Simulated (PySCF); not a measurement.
OZn, singlet, at a GFN2-xTB geometry (such geometries of metal compounds can be far from the true shape); BLYP/6-31G** in PySCF.

The PySCF input:
```python
from pyscf import gto, scf, dft

mol = gto.M(
    atom='''
Zn   -0.000000   -0.000000   -0.338227
O     0.000000    0.000000    1.268352
''',
    basis='6-31g**',
    charge=0,
    spin=0,
    verbose=5,
)

mf = dft.RKS(mol)
mf.xc = 'blyp'
mf.kernel()
mf.analyze()
```

What the program printed (banner, timings and long lists left out):

```
PySCF version 2.14.0

[INPUT] verbose = 5
[INPUT] max_memory = 4000
[INPUT] num. atoms = 2
[INPUT] num. electrons = 38
[INPUT] charge = 0
[INPUT] spin (= nelec alpha-beta = 2S) = 0
[INPUT] symmetry False subgroup None
[INPUT] Mole.unit = angstrom
[INPUT] Symbol           X                Y                Z      unit          X                Y                Z       unit  Magmom
[...]
[INPUT] ---------------- BASIS SET ----------------
[INPUT] l, kappa, [nprim/nctr], expnt,             c_1 c_2 ...
[INPUT] Zn
[...]
                                12372.55          0.01335966
                                2818.351          0.06594365
                                794.5717          0.2294151
                                254.7232          0.4785453
                                87.1388           0.3537753
[...]
                                412.7149          0.03150177
                                133.678           0.1272774
                                50.38585          -0.02145928
                                20.58358          -0.6197652
                                8.50594           -0.459018
[...]
                                23.62082          0.07505253
                                10.18471          0.2533111
                                4.334082          -0.2881897
                                1.810918          -0.7267052
                                0.714841          -0.2133439
[...]
                                1.039543          0.2592793
                                0.143264          -1.115711
[...]
                                412.7149          0.03113411
                                133.678           0.1363931
                                50.38585          0.3501266
                                20.58358          0.4623179
                                8.50594           0.2004995
[...]
                                23.62082          -0.02997982
                                10.18471          0.07082411
                                4.334082          0.4046141
                                1.810918          0.4882325
                                0.714841          0.175197
[...]
                                1.039543          0.08379327
                                0.143264          0.9840547
[...]
                                9.061106          0.400298
                                2.738383          0.6896608
[...]
[INPUT] O
[...]
                                825.23495         0.0139501
                                188.04696         0.0684451
                                52.9645           0.2327143
                                16.89757          0.470193
                                5.7996353         0.3585209
[...]
                                3.5999336         -0.1480263
                                1.0137618         1.130767
[...]
                                3.5999336         0.3397528
                                1.0137618         0.7271586
[...]
nuclear repulsion = 79.0515316214142
number of shells = 18
number of NR pGTOs = 124
number of NR cGTOs = 48
basis = 6-31g**
ecp = {}

******** <class 'pyscf.dft.rks.RKS'> ********
method = RKS
initial guess = minao
damping factor = 0
level_shift factor = 0
DIIS = <class 'pyscf.scf.diis.CDIIS'>
diis_start_cycle = 1
diis_space = 8
diis_damp = 0
SCF conv_tol = 1e-09
SCF conv_tol_grad = None
SCF max_cycles = 50
direct_scf = True
direct_scf_tol = 1e-13
XC library pyscf.dft.libxc version 7.1.2
    S. Lehtola, C. Steigemann, M. J. T. Oliveira, and M. A. L. Marques,  SoftwareX 7, 1–5 (2018)
XC functionals = blyp
    A. D. Becke,  Phys. Rev. A 38, 3098 (1988)
    C. Lee, W. Yang, and R. G. Parr,  Phys. Rev. B 37, 785 (1988)
    B. Miehlich, A. Savin, H. Stoll, and H. Preuss,  Chem. Phys. Lett. 157, 200 (1989)
radial grids:
    Treutler-Ahlrichs [JCP 102, 346 (1995); DOI:10.1063/1.469408] (M4) radial grids

becke partition: Becke, JCP 88, 2547 (1988); DOI:10.1063/1.454033
pruning grids: <function nwchem_prune>
grids dens level: 3
symmetrized grids: False
atomic radii adjust function: <function treutler_atomic_radii_adjust>
small_rho_cutoff = 0
Set gradient conv threshold to 3.16228e-05
Initial guess from minao.
atom Zn rad-grids = 90, ang-grids = [ 50  50  50  50  50  50  50  50  50  50  50  50  50  50  50  50  50  50
  50  50  50  50  50  50  50  50  50  50  86  86  86  86  86  86  86  86
  86  86  86  86  86  86  86  86 350 350 350 350 350 350 350 350 350 350
 350 434 434 434 434 434 434 434 434 434 434 434 434 434 434 434 434 434
 434 434 434 434 350 350 350 350 350 350 350 350 350 350 350 350 350 350]
atom O rad-grids = 75, ang-grids = [ 50  50  50  50  50  50  50  50  50  50  50  50  50  50  50  50  50  50
  50  50  50  50  50  86  86  86  86  86  86  86  86  86 266 266 266 266
 266 266 266 302 302 302 302 302 302 302 302 302 302 302 302 302 302 302
 302 302 302 302 302 266 266 266 266 266 266 266 266 266 266 266 266 266
 266 266 266]
tot_boxes 972, boxes in each direction [ 7  7 10]
Padding 6 grids
tot grids = 34728
nelec by numeric integration = 37.950808558964944
E1 = -2743.259882330915  E2 = 810.1755647110808  Ecoul = 889.8880309533625  Exc = -79.7124662422817
init E= -1854.03278599842
cond(S) = 80.45461303537553
[...]
  mo_energy =
[-3.45737985e+02 -4.16015582e+01 -3.66851512e+01 -3.66851512e+01
 -3.66837783e+01 -1.90150250e+01 -4.52536564e+00 -2.96752878e+00
 -2.96108110e+00 -2.96108110e+00 -9.61948770e-01 -4.60882117e-01
 -4.16118499e-01 -4.16118499e-01 -3.03848867e-01 -3.03848320e-01
 -2.85903947e-01 -2.85903947e-01 -2.82320524e-01 -1.51728778e-01
 -2.71570512e-02 -2.71570512e-02  1.86188433e-02  1.18050120e-01
  1.80590479e-01  1.80590479e-01  3.12508395e-01  7.76420666e-01
  7.76420666e-01  8.57987469e-01  1.21249008e+00  1.46870206e+00
  1.46870206e+00  1.57788044e+00  1.57788060e+00  1.65214603e+00
  2.01615556e+00  2.01615566e+00  2.13732281e+00  2.13732281e+00
[...]
converged SCF energy = -1854.25222559821
Total Energy =                       -1854.252225598213727
[...]
1 O 3pz         -0.12985   0.00000  -0.00000  -0.00000  -0.00000
1 O 3dxy        -0.00000  -0.25089   0.00000   0.00000   0.00000
1 O 3dyz        -0.00000   0.00000  -0.00000  -0.08100   0.21032
1 O 3dz^2        0.83978  -0.00000   0.00000   0.00000   0.00000
1 O 3dxz        -0.00000   0.00000  -0.00000   0.21032   0.08100
1 O 3dx2-y2      0.00000  -0.00000  -0.25089  -0.00000  -0.00000
               #41       #42       #43       #44       #45
0 Zn 1s          0.00000  -0.00000  -0.00000  -0.00000  -0.00005
0 Zn 2s          0.00000  -0.00000   0.00000  -0.00000  -0.00015
0 Zn 3s         -0.00000   0.00000   0.00000  -0.00000   0.00046
0 Zn 4s          0.00000   0.00000   0.00000  -0.00000  -0.01547
0 Zn 5s          0.00000  -0.00000   0.00000   0.00000   0.03720
0 Zn 2px         0.00000  -0.00000  -0.00000  -0.00000   0.00000
0 Zn 2py         0.00000   0.00000   0.00000  -0.00000  -0.00000
0 Zn 2pz         0.00000   0.00000  -0.00000   0.00000   0.00020
0 Zn 3px         0.00000  -0.00000  -0.00000  -0.00000   0.00000
0 Zn 3py         0.00000   0.00000   0.00000   0.00000  -0.00000
0 Zn 3pz         0.00000   0.00000   0.00000  -0.00000  -0.00116
0 Zn 4px         0.00000  -0.00000   0.00000   0.00000   0.00000
0 Zn 4py         0.00000   0.00000   0.00000   0.00000   0.00000
0 Zn 4pz         0.00000  -0.00000  -0.00000   0.00000  -0.08147
0 Zn 5px        -0.00000   0.00000   0.00000   0.00000   0.00000
0 Zn 5py        -0.00000  -0.00000   0.00000   0.00000   0.00000
0 Zn 5pz         0.00000  -0.00000  -0.00000   0.00000   0.04708
0 Zn 3dxy       -0.00000  -0.00000  -0.00000   0.00696  -0.00000
0 Zn 3dyz        0.00000   0.00000  -0.00000   0.00000  -0.00000
0 Zn 3dz^2       0.00000   0.00000   0.00000  -0.00000   0.00051
0 Zn 3dxz        0.00000  -0.00000   0.00000  -0.00000  -0.00000
0 Zn 3dx2-y2     0.00000   0.00000   0.00696   0.00000   0.00000
0 Zn 4dxy        0.00000  -0.00000  -0.00000   0.11780  -0.00000
0 Zn 4dyz        0.00000   0.00000   0.00000   0.00000  -0.00000
0 Zn 4dz^2      -0.00000   0.00000  -0.00000  -0.00000  -0.29337
0 Zn 4dxz        0.00000  -0.00000  -0.00000   0.00000   0.00000
0 Zn 4dx2-y2    -0.00000  -0.00000   0.11780   0.00000  -0.00000
0 Zn 4f-3        0.79706   0.60389  -0.00000   0.00000  -0.00000
0 Zn 4f-2       -0.00000  -0.00000  -0.00000   0.94694  -0.00000
0 Zn 4f-1       -0.00000  -0.00000  -0.00000   0.00000   0.00000
0 Zn 4f+0        0.00000   0.00000   0.00000   0.00000   0.86301
0 Zn 4f+1       -0.00000   0.00000   0.00000  -0.00000  -0.00000
0 Zn 4f+2        0.00000   0.00000   0.94694   0.00000  -0.00000
0 Zn 4f+3       -0.60389   0.79706  -0.00000   0.00000   0.00000
1 O 1s           0.00000   0.00000   0.00000   0.00000   0.00202
1 O 2s          -0.00000  -0.00000  -0.00000   0.00000  -0.01655
1 O 3s           0.00000   0.00000   0.00000   0.00000   0.26882
1 O 2px          0.00000  -0.00000  -0.00000  -0.00000   0.00000
1 O 2py          0.00000   0.00000   0.00000   0.00000  -0.00000
1 O 2pz          0.00000  -0.00000  -0.00000   0.00000   0.01577
1 O 3px         -0.00000   0.00000  -0.00000  -0.00000  -0.00000
1 O 3py         -0.00000  -0.00000  -0.00000  -0.00000   0.00000
1 O 3pz         -0.00000  -0.00000  -0.00000  -0.00000  -0.22587
1 O 3dxy         0.00000   0.00000   0.00000  -0.29896   0.00000
1 O 3dyz         0.00000   0.00000   0.00000   0.00000   0.00000
1 O 3dz^2        0.00000   0.00000   0.00000   0.00000   0.18670
1 O 3dxz         0.00000  -0.00000  -0.00000  -0.00000  -0.00000
1 O 3dx2-y2     -0.00000  -0.00000  -0.29896  -0.00000   0.00000
               #46       #47       #48
0 Zn 1s         -0.00000   0.00000  -0.00001
0 Zn 2s         -0.00000  -0.00000   0.00001
0 Zn 3s         -0.00000   0.00000  -0.00034
0 Zn 4s          0.00000   0.00000   0.00616
0 Zn 5s         -0.00000   0.00000   0.09157
0 Zn 2px         0.00000   0.00001   0.00000
0 Zn 2py         0.00001  -0.00000   0.00000
0 Zn 2pz         0.00000  -0.00000   0.00028
0 Zn 3px        -0.00005  -0.00026  -0.00000
0 Zn 3py        -0.00026   0.00005  -0.00000
0 Zn 3pz        -0.00000   0.00000   0.00059
0 Zn 4px         0.01275   0.07003  -0.00000
0 Zn 4py         0.07003  -0.01275   0.00000
0 Zn 4pz        -0.00000  -0.00000  -0.22974
0 Zn 5px        -0.00865  -0.04752  -0.00000
0 Zn 5py        -0.04752   0.00865   0.00000
0 Zn 5pz         0.00000   0.00000   0.16677
0 Zn 3dxy        0.00000  -0.00000  -0.00000
0 Zn 3dyz        0.01708  -0.00311   0.00000
0 Zn 3dz^2       0.00000  -0.00000  -0.02089
0 Zn 3dxz        0.00311   0.01708  -0.00000
0 Zn 3dx2-y2    -0.00000  -0.00000   0.00000
0 Zn 4dxy       -0.00000   0.00000   0.00000
0 Zn 4dyz        0.43720  -0.07961   0.00000
0 Zn 4dz^2       0.00000  -0.00000  -0.72822
0 Zn 4dxz        0.07961   0.43720  -0.00000
0 Zn 4dx2-y2     0.00000   0.00000  -0.00000
0 Zn 4f-3        0.00000  -0.00000   0.00000
0 Zn 4f-2       -0.00000   0.00000  -0.00000
0 Zn 4f-1        0.69761  -0.12702  -0.00000
0 Zn 4f+0       -0.00000   0.00000  -0.43610
0 Zn 4f+1        0.12702   0.69761  -0.00000
0 Zn 4f+2        0.00000   0.00000   0.00000
0 Zn 4f+3       -0.00000  -0.00000   0.00000
1 O 1s           0.00000  -0.00000  -0.00003
1 O 2s          -0.00000   0.00000   0.00556
1 O 3s          -0.00000   0.00000   0.15537
1 O 2px         -0.00109  -0.00599   0.00000
1 O 2py         -0.00599   0.00109  -0.00000
1 O 2pz          0.00000   0.00000  -0.01142
1 O 3px         -0.01510  -0.08294   0.00000
1 O 3py         -0.08294   0.01510  -0.00000
1 O 3pz         -0.00000  -0.00000  -0.07347
1 O 3dxy         0.00000  -0.00000   0.00000
1 O 3dyz         0.52511  -0.09561  -0.00000
1 O 3dz^2        0.00000   0.00000   0.40046
1 O 3dxz         0.09561   0.52511  -0.00000
1 O 3dx2-y2     -0.00000  -0.00000   0.00000
 ** Mulliken pop on meta-lowdin orthogonal AOs  **
 ** Mulliken pop  **
 ** Mulliken atomic charges  **
charge of    0Zn =      0.84805
charge of    1O =     -0.84805
Dipole moment(X, Y, Z, Debye): -0.00000,  0.00000, -4.37656
```
